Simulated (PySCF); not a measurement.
# Computed records: AlClH

Computed with PySCF 2.14.0. Calculation on a computer-drawn molecule: vertical ionisation energy to the stated ion spin, frozen-core CCSD(T) at the basis limit and cheaper methods, single-reference cases, UHF for radicals, no spin-orbit; all values are single points at the evaluated structure, the first of each entry, which is the reference or a displaced copy of it and isn't optimised; the reference structure only sets the zero of the energies above reference; triples share is (T) over the correlation energy.

AlClH

Evaluated structure:
```xyz
3
AlClH
Al    -0.8481     1.2409     0.7834
Cl    -2.1453     2.5072     1.7941
H      0.7876     1.7945     0.3996
```

Reference structure:
```xyz
3
AlClH
Al    -0.8144     1.2443     0.6852
Cl    -2.0581     2.5107     1.8654
H      0.6614     1.7676     0.4309
```

Here we set charge 0, multiplicity 2, ion multiplicity 1, diffuse functions no, basis cc-pV(n+d)Z, reference is the Hartree-Fock double-zeta minimum, best is HF at quadruple zeta + MP2 correlation extrapolated from triple and quadruple zeta + CCSD(T) minus MP2 at triple zeta and basis step is the size of the change from the same recipe one zeta lower.

The calculation gives: ionisation energy best 8.197 eV; ionisation energy basis step 0.04289 eV; energy above reference best 3.622 kcal/mol; energy above reference basis step 0.1729 kcal/mol; total energy HF triple zeta -702.0606 hartree; total energy CCSD(T) triple zeta -702.3447 hartree; total energy best -702.3926 hartree; T1 diagnostic at triple zeta 0.01427; D1 diagnostic at triple zeta 0.04071; spin squared at triple zeta 0.7633; ion T1 diagnostic at triple zeta 0.01641; ion D1 diagnostic at triple zeta 0.04238; triples share at triple zeta 0.03793; basis functions triple zeta 92; dipole magnitude HF at triple zeta 1.282 debye; dipole magnitude CCSD unrelaxed at triple zeta 1.117 debye; dipole magnitude PBE at triple zeta 0.9904 debye; dipole magnitude r2SCAN at triple zeta 1.054 debye; dipole magnitude B3LYP at triple zeta 1.151 debye; dipole magnitude wB97X at triple zeta 1.136 debye.

Drawn bonds:
```csv
atom,other atom,order
1,2,1
1,3,1
```

Triple zeta:
```csv
method,ionisation energy (eV),energy above reference (kcal/mol)
HF,8.107,4.367
PBE,8.176,2.842
r2SCAN,8.351,3.33
B3LYP,8.309,3.509
wB97X,8.252,3.489
MP2,8.137,4.258
CCSD,8.159,3.696
CCSD(T),8.142,3.615
```
